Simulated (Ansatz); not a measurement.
Species: SiH2Cl2, net charge 1, doublet state. SMILES of the parent species: Cl[SiH2]Cl

Atoms: Si1, Cl2, Cl3, H4, H5. Bonds: Si1-Cl2, Si1-Cl3, Si1-H4, Si1-H5.

Bond lengths (Å) and angles (degrees) optimised at HF/STO-3G with Ansatz (a quantum-chemistry and plane-wave program); PBE/6-31G* with Ansatz; B3LYP/6-31G* with Ansatz, each started from the B3LYP-D3(BJ)/def2-TZVP structure (Ansatz) of the last column. A row stands for all coordinates that are equal there; 6 of 7 kinds are shown. 6-31G* holds six Cartesian d functions. No wavenumbers were computed at HF/STO-3G, PBE/6-31G*, so these may be saddle points.

```
coordinate        HF/STO-3G  PBE/6-31G*  B3LYP/6-31G*  B3LYP-D3(BJ)/def2-TZVP
-----------  --------------  ----------  ------------  ----------------------
Si1-Cl2      2.038 to 2.407       2.048         2.041                   2.013
Si1-H4                1.432       1.519         1.529                   1.571
Si1-H5                1.432       1.519         1.487                   1.475
Cl2-Si1-Cl3           102.0       117.8         117.4                   118.0
Cl2-Si1-H4    95.7 to 116.2       107.0         101.8                    97.5
Cl2-Si1-H5    95.7 to 116.2       107.0         111.4                   114.9
```

A range marks coordinates that this level makes unequal.

Mean signed difference of all 4 bond lengths from B3LYP-D3(BJ)/def2-TZVP: HF/STO-3G 0.059 Å, PBE/6-31G* 0.015 Å, B3LYP/6-31G* 0.006 Å.
